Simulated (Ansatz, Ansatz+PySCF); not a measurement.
```xyz
3

S     0.0000    0.0000   -0.1456
H     0.0000    1.3601    1.1650
H     0.0000   -1.3601    1.1650
```

Basis set: 6-31G (spherical functions). Left uncorrelated: 5 orbitals. Charge 0, multiplicity 1.

Computed with Ansatz (development build ahead of 0.2.0); each method stands on the lowest determinant of its kind that the runs found. Restricted open shells among the atoms or ions are ROHF, correlated in semicanonical orbitals with singles. Restricted functionals stand beside restricted open-shell atoms, which can lie above the unrestricted atoms usual in DFT and then raise those values.

(1) Give the atomization energy at this shape (free ground-state atoms in the same class of orbitals less the molecule, no zero-point energy) of singlet H₂S by PBE0 (restricted), RHF-CCSD(T), RHF-MP2, UHF-MP2, UHF-CCSD(T), RHF, UHF.

Answers

(1)

```csv
method,atomization energy
PBE0 (restricted),90.52 kcal/mol
RHF-CCSD(T),80.17 kcal/mol
RHF-MP2,63.24 kcal/mol
UHF-MP2,48.83 kcal/mol
UHF-CCSD(T),79.46 kcal/mol
RHF,22.71 kcal/mol
UHF,29.98 kcal/mol
```

Caution for RHF-CCSD(T), RHF-MP2, RHF: an unrestricted determinant lies well below. Caution for RHF-CCSD(T), RHF-MP2, UHF-MP2, UHF-CCSD(T): bonds are stretched, where a single reference can fail. Caution for UHF-MP2, UHF-CCSD(T): a plain start can end on a higher determinant. Caution for UHF-MP2: another reference gives a lower total. Caution for UHF-MP2, UHF-CCSD(T), UHF: the unrestricted determinant is spin contaminated.

This basis has no polarisation functions and is too small for such energies, which can lie far from measured ones in either direction.
